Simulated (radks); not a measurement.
Correlation energies from several functionals, in hartree. Species: Hg+ [Xe] 4f14 5d10 6s1; Ag36+ [Ne] 3s1. Calculated with a radial shooting solver on a logarithmic mesh with Libxc functionals: non-relativistic Kohn-Sham, exchange-only B88, spin-polarised, spherical densities, point nucleus. Every spin shell is full or empty, so the densities are truly spherical. Functionals are evaluated on that one density, not self-consistently.

| functional | Hg+ | Ag36+ |
|---|---|---|
| PW92 | -8.2764 | -1.3488 |
| VWN5 | -8.3103 | -1.3532 |
| PZ | -8.2825 | -1.3518 |
| Wigner | -4.2693 | -0.57407 |
| PBEsol | -5.4541 | -0.55302 |
| LYP | -4.3112 | -0.55156 |
| P86 | -5.4730 | -0.75319 |
| PW91 | -5.2287 | -0.56336 |
| OP (B88) | -4.2291 | -0.52953 |
| revTPSS | -4.9114 | -0.46707 |
| SCAN | -4.9075 | -0.46603 |
| B95 | -6.0436 | -0.72695 |
| Tao-Mo | -4.7661 | -0.42313 |
